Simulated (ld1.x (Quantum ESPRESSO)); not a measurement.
**Logarithmic derivatives: erbium, PAW**

Er (Z = 68), PAW, made with ld1.x (Quantum ESPRESSO) 7.5 (LDA (PZ), scalar-relativistic). Core [Kr] 4d10, reference 4f12 5s2 5p6 5d0 6s2 6p0. Waves: 5s (bound): rcut 1.70, rcutus 2.15 bohr; 6s (bound): rcut 1.70, rcutus 2.15 bohr; 5p (bound): rcut 2.25, rcutus 2.95 bohr; 6p (bound, empty): rcut 2.25, rcutus 2.95 bohr; 5d (bound, empty): rcut 2.35, rcutus 2.70 bohr; 5d channel at 0.55 Ry: rcut 2.35, rcutus 2.70 bohr; 4f (bound): rcut 0.65, rcutus 0.90 bohr; 4f channel at 2.85 Ry: rcut 0.65, rcutus 0.90 bohr. Local part: all-electron potential smoothed inside 2.50 bohr (lloc = -1). Core correction: a·sin(br)/r model core inside 0.65 bohr. Augmentation charge: BESSEL, radius 0.60 bohr.

The phase is arctan(r·u′/u) with u = r·R(r), unwrapped; energies in Ry, scanned from -6 to 5 Ry. A pole is an energy at which the radial function vanishes at the test radius. The pseudo phase is shifted by a multiple of π to meet the all-electron one at the reference energy, and phase errors are pseudo minus all-electron; the curves can meet again beyond the range given. Levels narrower than the energy grid can be missing from the lists of poles.

```csv
channel,radius (bohr),reference energy (Ry),"poles, all-electron","poles, pseudo",unbroken range about the reference energy with phases within 0.05 rad,phase error 1 Ry above the reference energy (rad)
s,3.20,-0.29,"-3.81, 1.49","-3.81, 0.65, 1.07",below 0.4,-0.359
p,3.20,-0.09,"-1.89, 2.65","-3.32, -1.89, 0.81",-2.0 to 0.1,-0.679
d,3.20,-0.08,"0.51, 4.77","0.51, 4.26",below 2.2,+0.000
f,3.20,-0.25,"-0.23, 3.00","-0.23, 3.00",below 4.9,+0.001
```

The ghost test of this file was not conclusive. Its overlap operator is not positive definite in a basis up to 400 Ry (lowest eigenvalue s -2.10, p -0.80), so the file is unfit for use: the generalised eigenproblem breaks down once the basis is large enough, and its test numbers describe a broken file.

Phases in the s channel:

```json
{"E (Ry)": "-6.00", "all-electron": "1.433", "pseudo": "1.434"}
{"E (Ry)": "-5.48", "all-electron": "1.426", "pseudo": "1.426"}
{"E (Ry)": "-4.96", "all-electron": "1.416", "pseudo": "1.416"}
{"E (Ry)": "-4.44", "all-electron": "1.403", "pseudo": "1.403"}
{"E (Ry)": "-3.92", "all-electron": "1.348", "pseudo": "1.348"}
{"E (Ry)": "-3.40", "all-electron": "-1.751", "pseudo": "-1.751"}
{"E (Ry)": "-2.88", "all-electron": "-1.777", "pseudo": "-1.777"}
{"E (Ry)": "-2.36", "all-electron": "-1.809", "pseudo": "-1.808"}
{"E (Ry)": "-1.84", "all-electron": "-1.857", "pseudo": "-1.856"}
{"E (Ry)": "-1.32", "all-electron": "-1.942", "pseudo": "-1.941"}
{"E (Ry)": "-0.80", "all-electron": "-2.150", "pseudo": "-2.147"}
{"E (Ry)": "-0.28", "all-electron": "-3.019", "pseudo": "-3.020"}
{"E (Ry)": "0.24", "all-electron": "-4.267", "pseudo": "-4.238"}
{"E (Ry)": "0.76", "all-electron": "-4.566", "pseudo": "-4.760"}
{"E (Ry)": "1.28", "all-electron": "-4.682", "pseudo": "-7.880"}
{"E (Ry)": "1.80", "all-electron": "-4.752", "pseudo": "-7.951"}
{"E (Ry)": "2.32", "all-electron": "-4.812", "pseudo": "-8.036"}
{"E (Ry)": "2.84", "all-electron": "-4.881", "pseudo": "-8.188"}
{"E (Ry)": "3.36", "all-electron": "-4.991", "pseudo": "-8.711"}
{"E (Ry)": "3.88", "all-electron": "-5.269", "pseudo": "-10.272"}
{"E (Ry)": "4.40", "all-electron": "-6.474", "pseudo": "-10.713"}
{"E (Ry)": "4.92", "all-electron": "-7.418", "pseudo": "-10.843"}
```
